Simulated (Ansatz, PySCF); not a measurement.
C2H7BrOSi, SMILES CCO[SiH2]Br. Atoms are numbered in the order given.

```xyz
12

Si     0.5143     0.8824     0.6686
Br     1.5234    -0.6708    -0.5775
O     -1.1073     0.8935     0.3773
C     -1.9867    -0.1935     0.5880
C     -3.3954     0.2332     0.2565
H      0.8132     0.5388     2.0875
H      1.0320     2.2142     0.2788
H     -1.9236    -0.5329     1.6396
H     -1.6813    -1.0461    -0.0458
H     -3.4611     0.5578    -0.7923
H     -3.7062     1.0731     0.8953
H     -4.0970    -0.6005     0.4090
```
Charge 0, spin multiplicity 1.

Geometry optimised at PBE0-D3(BJ)/def2-SVP. One conformer was computed; it need not be the lowest.

Two levels are set side by side: PBE-D3(BJ)/def2-SVP (Ansatz, an electronic-structure program) and PBE0-D3(BJ)/def2-SVP (Ansatz). Each level has its own optimised geometry; the coordinates shown are those of the second. Frequencies come from the Hessian of PySCF at each geometry. Differences are taken from unrounded values.

```
quantity                            PBE0-D3(BJ)
----------------------------------  -----------
mean bond length (Å)                      1.390
bond Si1–Br2 (Å)                          2.232
bond Si1–O3 (Å)                           1.648
bond O3–C4 (Å)                            1.414
bond C4–C5 (Å)                            1.509
bond Si1–H6 (Å)                           1.490
bond Si1–H7 (Å)                           1.481
bond C4–H8 (Å)                            1.107
bond C4–H9 (Å)                            1.105
bond C5–H10 (Å)                           1.100
bond C5–H11 (Å)                           1.100
bond C5–H12 (Å)                           1.100
highest harmonic wavenumber (cm⁻¹)         3169
mean harmonic wavenumber (cm⁻¹)            1313
zero-point energy (kcal/mol)              56.32
```

**Question.** What does PBE-D3(BJ) give, and how far is it from PBE0-D3(BJ)? (The exact figures need the calculation; the answer reports its results.)

**Answer.** 
| quantity | PBE-D3(BJ) | PBE-D3(BJ) minus PBE0-D3(BJ) |
|---|---|---|
| mean bond length (Å) | 1.401 | 0.012 |
| bond Si1–Br2 (Å) | 2.250 | 0.018 |
| bond Si1–O3 (Å) | 1.666 | 0.018 |
| bond O3–C4 (Å) | 1.430 | 0.016 |
| bond C4–C5 (Å) | 1.518 | 0.009 |
| bond Si1–H6 (Å) | 1.503 | 0.012 |
| bond Si1–H7 (Å) | 1.493 | 0.012 |
| bond C4–H8 (Å) | 1.116 | 0.009 |
| bond C4–H9 (Å) | 1.114 | 0.009 |
| bond C5–H10 (Å) | 1.108 | 0.008 |
| bond C5–H11 (Å) | 1.108 | 0.008 |
| bond C5–H12 (Å) | 1.108 | 0.008 |
| highest harmonic wavenumber (cm⁻¹) | 3078 | -91 |
| mean harmonic wavenumber (cm⁻¹) | 1268 | -45 |
| zero-point energy (kcal/mol) | 54.39 | -1.93 |

Exact exchange shortens and stiffens bonds; PBE has none. Differences between two approximate levels are no errors against the true value.
